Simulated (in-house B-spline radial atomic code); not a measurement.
RPA and G0W0 for Yb2+, [Xe] 4f14, as one setting changes: the radius of a hard wall (bohr). Start: Hartree-Fock. A dash marks a level of low quasi-particle weight. Computed with a B-spline radial code for spherical atoms: all electrons, scalar-relativistic (spin-free one-electron X2C), finite nucleus, each spin shell either full or empty, empty states to l = 9 with an (l + 1/2)⁻⁴ tail; G0W0 by contour deformation at full frequency.

Without the two-electron picture change, the correlation of inner shells comes somewhat too large for so heavy an element.

```
radius of a hard wall (bohr)  mean-field level (eV)  G0W0 level (eV)  RPA correlation (Eh)
                           2                  4.155         4f 5.199               -5.9547
                         2.5                -15.823       4f -13.970                -5.944
                           3                      ?                ?                     ?
                         3.5                      ?                ?                     ?
                           4                -27.530       4f -24.482               -5.9294
                           5                -28.039       4f -24.838               -5.9283
                           6                -28.096       4f -24.864               -5.9274
                           8                -28.102       4f -24.864                -5.926
                          12                -28.102       4f -24.863               -5.9248
```

Task: What belongs in the row for 3?

Result: mean-field level (eV): -23.512; G0W0 level (eV): 4f -21.049; RPA correlation (Eh): -5.9346.

Task: What belongs in the row for 3.5?

Result: mean-field level (eV): -26.449; G0W0 level (eV): 4f -23.609; RPA correlation (Eh): -5.9308.
